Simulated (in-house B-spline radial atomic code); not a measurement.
Values are calculated unless marked as measured or tabulated.
## Ag in an electron gas of r_s = 2: phase shifts, screening, friction and resistivity

A nucleus sits in a uniform electron gas with a rigid positive background. The Kohn-Sham equations are solved self-consistently in the spin-unpolarised LDA (PW92), non-relativistic, on B-splines with outgoing waves at the boundary and partial waves to l = 8. The model has no lattice, no bands and no magnetic solution. Atomic units; δ_l are the phase shifts at the Fermi level, counted so that each bound state adds π, and good to about 0.0005.

The density parameter is r_s = 2 bohr, near that of the valence electrons of Si (4 per atom, density 2.33 g/cm³, mass 28.09 u, which gives r_s = 2.01).

```
l  δ_l (rad)
0    12.4126
1     9.7762
2     6.2255
3     0.1049
4     0.0191
5     0.0034
6     0.0007
7     0.0000
8     0.0000
```

Bound levels below the band bottom (hartree): d -13.02, s -2.915, p -1.781, d -0.01124, s -0.0002995 and deeper ones.

Task: Check the Friedel sum rule, and say where the screening charge sits.

Result: k_F = (9π/4)^(1/3)/r_s = 0.95958. The rule is Z = (2/π) Σ (2l + 1) δ_l. The terms are s 7.902, p 18.671, d 19.816, f 0.467 and 0.139 beyond, in all 46.996 against Z = 47. Bound states hold 10 s, 18 p, 20 d electrons, so the scattering states carry -1.00 in all; where a term is smaller than its bound count, the bound level has drawn weight out of the band.

Task: Find the transport cross section and the electronic stopping of a 1 keV Ag ion (mass 107.87 u).

Result: σ_tr = (4π/k_F²) Σ (l + 1) sin²(δ_l − δ_(l+1)). The terms for l = 0 to 3 are 0.2342, 0.3165, 0.0786, 0.0294, all together 0.6600, so σ_tr = 13.647 × 0.6600 = 9.007 bohr². With n = 3/(4π r_s³) = 0.02984, the friction coefficient is Q = n k_F σ_tr = 0.2579. For v well below v_F = 0.960, dE/dx = Q v; with 24801 eV per u at v = 1, v = √(1000/(24801 × 107.87)) = 0.0193, so dE/dx = 0.00499 hartree/bohr = 2.56 eV/nm. The largest term couples the p and d waves.

Task: What residual resistivity would 1 atomic per cent of such centres give in a metal of this density?

Result: Δρ = k_F n_i σ_tr/n in atomic units of 21.74 μΩ·cm. With one host atom per 4 electrons, n_i/n = 0.01/4, so Δρ = 0.9596 × 0.00250 × 9.007 × 21.74 = 0.47 μΩ·cm. This is an atom added to the gas, as on an interstitial site.

Task: On a substitutional site the background of one host ion, a sphere holding 4 charges, is taken out. The phase shifts for l = 0 to 4 become 11.7350, 9.0262, 5.8613, -0.0548, -0.0157. What follows?

Result: The Friedel sum is now 43.00, for Z − 4 = 43. The sum in σ_tr is 0.5703, so σ_tr = 7.78 bohr² and Δρ = 0.41 μΩ·cm per atomic per cent, 0.86 times the value above. A real host ion scatters too, so this model doesn't give zero even for the host's own atom.
